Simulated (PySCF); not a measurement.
Compound: C6H11O (doublet state).
SMILES with atom numbers: `[CH2:1]=[CH:2][C:3]([CH3:4])[CH2:5][O:6][CH3:7]` (hydrogens: H8, H9 on C1; H10 on C2; H11, H12, H13 on C4; H14, H15 on C5; H16, H17, H18 on C7)

Cartesian coordinates in Å at the GFN2-xTB level; atoms count from 1:
```
atom  x, y, z in Å
C1    -2.9668    0.6331    0.5121
C2    -1.6371    0.9163    0.3792
C3    -0.6406    0.0138    0.0367
C4    -0.9098   -1.4302   -0.2147
C5     0.7676    0.4818   -0.1468
O6     1.6674   -0.3937    0.5056
C7     3.0073   -0.0204    0.3433
H8    -3.3582   -0.3552    0.3560
H9    -3.6701    1.3997    0.7806
H10   -1.3262    1.9406    0.5504
H11    0.0263   -1.9792   -0.2483
H12   -1.5387   -1.8490    0.5691
H13   -1.4328   -1.5655   -1.1644
H14    1.0131    0.5052   -1.2278
H15    0.8908    1.5058    0.2395
H16    3.6025   -0.7537    0.8839
H17    3.2992   -0.0225   -0.7156
H18    3.1975    0.9793    0.7552
```

The hyperfine couplings belong to this conformer and change with its torsions.

Computed, not measured: PySCF 2.14.0, UKS B3LYP, pcH-1 on C H O, non-relativistic, mean-field spin-orbit, GIAO. Geometry: GFN2-xTB, one conformer, isolated molecule. A GFN2-xTB geometry isn't a minimum of the functional, and hyperfine couplings can be far from their values at a DFT geometry. No stability test was run, so a lower SCF solution isn't excluded. ⟨S²⟩ is 0.775 where a pure state has 0.75.

(1) Where do the isotropic ENDOR lines of H14/H15, H11/H12/H13, H9, H8 and H10 fall at 3341.1 mT, to first order?

(2) Which pairs are centred on the nuclear Larmor frequency, and which on half the coupling?

(3) At what field would the lower line of H8 fall to zero frequency?

Answers

(1) For S = 1/2 in fast tumbling each set of equivalent nuclei gives two lines, ν± = |νn ± a/2| to first order, with νn = g_N μN B/h and μN/h = 7.62259 MHz/T.

| nuclei | isotope | g_N | νn (MHz) | a_iso (MHz) | lower line (MHz) | upper line (MHz) |
| --- | --- | --- | --- | --- | --- | --- |
| H14/H15 | 1H | 5.5857 | 142.26 | 41.20 | 121.66 | 162.86 |
| H11/H12/H13 | 1H | 5.5857 | 142.26 | 40.34 | 122.09 | 162.43 |
| H9 | 1H | 5.5857 | 142.26 | -38.94 | 122.78 | 161.73 |
| H8 | 1H | 5.5857 | 142.26 | -37.54 | 123.48 | 161.03 |
| H10 | 1H | 5.5857 | 142.26 | 11.28 | 136.62 | 147.89 |

(2) Centred on νn, since |a| < 2νn: H14/H15, H11/H12/H13, H9, H8 and H10. No pair has |a| > 2νn.

(3) Where νn = |a|/2, that is B = 18.77 MHz/(5.5857 × 7.62259 MHz/T) = 441 mT, as far as first order holds there.

Class means assume fast exchange of nuclei equivalent by connectivity; if that motion is slow, each nucleus keeps its own coupling. The three 1H nuclei of mean +40.3 MHz run from 6.8 to 74.2 MHz in the frozen geometry. The 1H value of +41.2 MHz is a mean of couplings from 10.5 to 71.9 MHz in this one geometry, not an average over conformers.

Largest spin populations (Mulliken): C3 (+0.65), C1 (+0.64) and C2 (-0.26). The angles at C3 add up to 360.0°, so it is planar.
